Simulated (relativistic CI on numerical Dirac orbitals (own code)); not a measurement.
Method of calculation: Dirac-Coulomb-Breit CI, KLI orbitals optimised for each configuration, QED by a radiative potential, unscaled Slater integrals (own radial code, finite nucleus).

Configurations in the expansion (outside the closed core [Ne]): 3s², 3s3p, 3p², 3s3d, 3d², 3p3d, 3p4s, 3d4s, 3s4s, 3s4p, 3s4d, 3s4f, 3s5s, 3s5p, 3s5d, 3s5f, 4s², 3s5g, 3s6s, 3s6p, 3s6d. Levels of other configurations are missing.

At this charge energies of transitions that change n are usually good to better than 1 %, and those within a shell (Δn = 0) to a few per cent.

Outline of the computed level scheme of Ce XLVII. Lowest level of each configuration: 3s² ¹S0 at 0.00 eV; 3s3p ³P°0 at 95.94 eV; 3p² ³P0 at 231.23 eV; 3s3d ³D1 at 372.28 eV; 3p3d ³F°2 at 476.06 eV; 3d² ³F2 at 753.60 eV; 3s4s ³S1 at 1770.33 eV; 3s4p ³P°0 at 1820.79 eV; 3p4s ³P°0 at 1885.75 eV.

Some strong electric-dipole decays among the lowest 43 levels: 3s4p ¹P°1 → 3s² ¹S0 (1.5e+13 s⁻¹); 3s4s ¹S0 → 3s3p ¹P°1 (1.5e+13 s⁻¹); 3s4s ³S1 → 3s3p ³P°2 (1.1e+13 s⁻¹); 3s4p ³P°1 → 3s² ¹S0 (1.1e+13 s⁻¹); 3p4s ³P°1 → 3p² ¹D2 (5.9e+12 s⁻¹); 3s4s ³S1 → 3s3p ³P°1 (4.4e+12 s⁻¹); 3p4s ³P°1 → 3p² ³P0 (3.2e+12 s⁻¹); 3p4s ³P°1 → 3s² ¹S0 (3.1e+12 s⁻¹).

LS names give the leading component of a level, which can be under half, so a name can repeat, a term be missing and a line seem to break the LS rules.
